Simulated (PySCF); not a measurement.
Simulation results for CH7BSi2

Computed with PySCF 2.14.0. Calculation on a computer-drawn molecule: the log of a Hartree-Fock and frozen-core CCSD(T) single point meant for a local Hartree-Fock minimum, with one planted fault or none, to be diagnosed. Offsets are logged minus clean, where the clean run is the same molecule without the fault. The reference is restricted for singlets and unrestricted otherwise, and also for a bond in bohr or an excited solution. Adding or removing an electron swaps singlet and doublet. The excited solution moves the top pair (singlet) or top alpha electron (doublet) to the lowest empty orbital. Highest occupied and lowest empty are orbital energies over both spins, largest force is the largest gradient component, triples share is (T) over the correlation energy, the T1 limit is 0.02 restricted and 0.045 unrestricted, electrons count all cores, a negative frequency is imaginary (commonest isotopes), and the dipole is about the centre of nuclear charge.

Entry: CH7BSi2

Logged structure:
```xyz
11
CH7BSi2
Si     0.8955    -1.9235     0.8062
C      0.4112    -0.3035     1.0598
B     -0.5191     0.4926     0.1408
Si    -1.4359    -0.0893    -1.5945
H      0.4721    -2.7476    -0.3322
H      1.7947    -2.6477     1.7216
H      0.8068     0.1811     1.9502
H     -0.7742     1.6327     0.4484
H     -1.1734    -1.4835    -2.0445
H     -1.0177     0.8111    -2.7035
H     -2.9107     0.0493    -1.4481
```

* meant charge: 0
* meant multiplicity: 1
* meant basis: cc-pV(D+d)Z
* logged electrons: 47
* logged basis functions: 109
* logged SCF converged: yes
* logged spin squared: 0.8964
* logged highest occupied: -0.86457 eV
* logged lowest empty: 7.1222 eV
* logged largest force: 0.046443 hartree/bohr
* logged T1 diagnostic: 0.024315
* logged D1 diagnostic: 0.107
* logged triples share: 0.034231
* logged CC converged: yes
* logged dipole magnitude: 1.5922 debye
* logged SCF stable within its kind: yes
* logged energy HF: -644.4328 hartree
* logged energy CCSD(T): -644.95147 hartree
* possible faults: no fault, one electron removed, one electron added, multiplicity raised by two, geometry at a saddle point, SCF held on an excited solution, minimal basis STO-3G, one bond length entered in bohr, all coordinates scaled
* planted fault: one electron added
* HF energy offset from clean run: -0.3328 kcal/mol
* CCSD(T) energy offset from clean run: -11.7 kcal/mol

Drawn bonds:
```
atom  other atom  order
   1           2      2
   2           3      1
   3           4      1
   1           5      1
   1           6      1
   2           7      1
   3           8      1
   4           9      1
   4          10      1
   4          11      1
```
